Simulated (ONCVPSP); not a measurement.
Transferability test, ONCV potential for vanadium

- Element: V
- Generator: ONCVPSP 4.0.1
- Type: optimised norm-conserving Vanderbilt (ONCV)
- Functional: LDA (Perdew-Wang 92)
- Relativity: fully relativistic
- Frozen core: [Ne]
- Valence charge: 13
- Reference configuration: 3s2 3p6 3d3 4s1 (charge +1)
- Partial waves: 3s+4s: rc 1.30 bohr, ncon 4, nbas 7, qcut 12 1/bohr, 3 projectors, debl 0.8 Ha; 3p: rc 1.05 bohr, ncon 4, nbas 8, qcut 7.4 1/bohr, 2 projectors, debl 2.3 Ha; 3d: rc 2.30 bohr, ncon 5, nbas 10, qcut 7.5 1/bohr, 2 projectors, debl 2.6 Ha
- Local potential: polynomial inside 0.75 bohr (lpopt 5, dvloc0 0 Ha)
- Core correction: none

Open shells are filled in proportion to 2j + 1.

Energies are relative to the spin-unpolarised reference configuration 3s2 3p6 3d3 4s1; without spin polarisation the order of configurations can differ from experiment.

Task: Give the all-electron excitation energy and the error of the potential for: 3s2 3p6 3d3 4s2; 3s2 3p6 3d3 4s0; 3s2 3p6 3d2 4s0; 3s2 3p6 3d2 4s2.

Result:

| valence configuration | charge | ΔE all-electron (eV) | error AE − PS (meV) |
| --- | --- | --- | --- |
| 3s2 3p6 3d3 4s2 | 0 | -7.934 | +1.6 |
| 3s2 3p6 3d3 4s0 | +2 | 14.538 | +2.7 |
| 3s2 3p6 3d2 4s0 | +3 | 43.700 | +169 |
| 3s2 3p6 3d2 4s2 | +1 | 3.287 | +178 |

Levels in the configuration 3s2 3p6 3d2 4s0:

```json
{"level": "3s j=1/2", "all-electron (eV)": "-103.435", "pseudo (eV)": "-103.124"}
{"level": "3p j=3/2", "all-electron (eV)": "-76.973", "pseudo (eV)": "-76.698"}
{"level": "3p j=1/2", "all-electron (eV)": "-77.848", "pseudo (eV)": "-77.567"}
{"level": "3d j=5/2", "all-electron (eV)": "-37.183", "pseudo (eV)": "-36.718"}
{"level": "3d j=3/2", "all-electron (eV)": "-37.269", "pseudo (eV)": "-36.801"}
```
